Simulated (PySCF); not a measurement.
Orbital picture of PrB

PBE0 at R = 2.269 Å; PySCF, spin-free X2C with a Gaussian nucleus, basis sets Pr x2c-SVPall, B x2c-SVPall. State: septet, about 2.5 electrons in the 4f shell (Mulliken), real f orbitals that mix terms. Only the outer orbitals are listed, counted within each symmetry.

| spin | orbital | occ. | ε (eV) | on Pr (%) | main shells (%) |
| --- | --- | --- | --- | --- | --- |
| α | 13σ | 1 | -10.05 | 19 | 81 B s, 10 Pr d |
| α | 1φ | 1 | -6.26 | 100 | 100 Pr f |
| α | 7π | 1 | -6.21 | 94 | 94 Pr f |
| α | 7π | 1 | -4.93 | 46 | 54 B p, 40 Pr d |
| α | 14σ | 1 | -4.77 | 52 | 42 B p, 25 Pr f, 23 Pr d |
| α | 8π | 1 | -4.77 | 53 | 47 B p, 47 Pr d |
| α | 15σ | 1 | -4.03 | 90 | 62 Pr s, 19 Pr f, 9 Pr p |
| α | 16σ | 0 | -1.94 | 95 | 54 Pr f, 23 Pr d, 16 Pr s |
| α | 3δ | 0 | -1.35 | 100 | 100 Pr d |
| α | 3δ | 0 | -1.32 | 100 | 98 Pr d |
| β | 12σ | 1 | -22.80 | 98 | 98 Pr p |
| β | 6π | 1 | -22.59 | 100 | 100 Pr p |
| β | 13σ | 1 | -7.47 | 24 | 75 B s, 12 Pr d |
| β | 14σ | 0 | -1.59 | 97 | 75 Pr s, 12 Pr d, 10 Pr p |
| β | 7π | 0 | -1.41 | 61 | 58 Pr d, 39 B p |
| β | 7π | 0 | -1.33 | 59 | 55 Pr d, 41 B p |

**Question.** Which are the highest filled and the lowest empty level, where do they sit, and how wide is the gap?

**Answer.** Highest filled α 15σ at -4.03 eV (in %: 62 Pr s, 19 Pr f, 9 Pr p); lowest empty α 16σ at -1.94 eV (in %: 54 Pr f, 23 Pr d, 16 Pr s); the gap at PBE0 is 2.09 eV.

The bond order (Mayer) is 2.00, the ⟨S²⟩ is 12.003 and the charge on Pr (Mulliken, basis-dependent) is 0.27. The charge on Pr (Löwdin, basis-dependent) is 0.11 and the dipole moment (positive dipole means Pr(−)B(+)) is -4.46 D. The polarisability along the bond is 191.5 bohr³ and the polarisability across the bond is 138.3 bohr³.

Spin–orbit coupling is left out. The state is the lowest single determinant that the PBE0 search found; with open d or f shells the true ground state can be another one.
